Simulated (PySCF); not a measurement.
PySCF job for 2-phenylselenophene (C10H8Se), SMILES c1(ccccc1)-c1ccc[se]1, IEF-PCM-PBE0/def2-SVP. Geometry optimised at PBE0-D3(BJ)/def2-SVP. One conformer was computed; it need not be the lowest.

```python
import numpy as np
from pyscf import gto, scf, dft
from pyscf.solvent import pcm

mol = gto.M(
    atom='''
    C    -3.80556130    0.44561228   -0.40983560
    C    -3.12890963   -0.77308628   -0.38947936
    C    -1.73998830   -0.80302805   -0.31412615
    C    -0.99431266    0.38508357   -0.24827507
    C     0.46762884    0.36881804   -0.17287371
    C     1.34991059    1.32743256   -0.61035435
    C     2.72760309    1.03811390   -0.39411975
    C     2.97099715   -0.15636844    0.22348791
    Se    1.39944980   -1.05668808    0.60707684
    C    -1.69034972    1.60566629   -0.26021591
    C    -3.07827984    1.63402815   -0.34663886
    H    -4.89590133    0.46952025   -0.47174391
    H    -3.68678725   -1.71103259   -0.44207201
    H    -1.21895621   -1.76436804   -0.32694386
    H     1.01128764    2.23339756   -1.11709659
    H     3.52897527    1.71206878   -0.70400049
    H     3.93898369   -0.58177316    0.48603705
    H    -1.13278064    2.54103923   -0.17847827
    H    -3.59854359    2.59491103   -0.35172947
    ''',
    basis='def2-SVP',
    charge=0,
    spin=0,
    max_memory=1600,
    verbose=3,
)
mf = dft.RKS(mol, xc='pbe0').density_fit(auxbasis='def2-universal-jkfit')
mf.grids.level = 3
mf.conv_tol = 1e-9
mf.max_cycle = 100
mf.kernel()
res = {}
for name, eps in {'water': 78.355, 'methanol': 32.613, 'n-hexane': 1.8819}.items():
    s = mf.PCM()
    s.with_solvent.method, s.with_solvent.eps, s.with_solvent.lebedev_order = 'IEF-PCM', eps, 17
    s.kernel(mf.make_rdm1())
    res[name] = (s.e_tot, eps, s.dip_moment(), s.mo_energy, s.converged)
    print(f'{name}: electrostatic solvation free energy {(s.e_tot - mf.e_tot) * 627.509474:.3f} kcal/mol')
```

Program output:

```
converged SCF energy = -2786.11292533211

WARN: PCM is an experimental feature. It is still in testing.
Features and APIs may be changed in the future.

converged SCF energy = -2786.12017435867
Dipole moment(X, Y, Z, Debye): -0.00685,  0.40100, -0.21092
water: electrostatic solvation free energy -4.549 kcal/mol

WARN: PCM is an experimental feature. It is still in testing.
Features and APIs may be changed in the future.

converged SCF energy = -2786.11992180281
Dipole moment(X, Y, Z, Debye): -0.00851,  0.39767, -0.20868
methanol: electrostatic solvation free energy -4.390 kcal/mol

WARN: PCM is an experimental feature. It is still in testing.
Features and APIs may be changed in the future.

converged SCF energy = -2786.11523051877
Dipole moment(X, Y, Z, Debye): -0.03434,  0.32368, -0.16848
n-hexane: electrostatic solvation free energy -1.447 kcal/mol
```

The calculation finished and met its thresholds.

Cost: about 7 core-minutes (a rough figure).
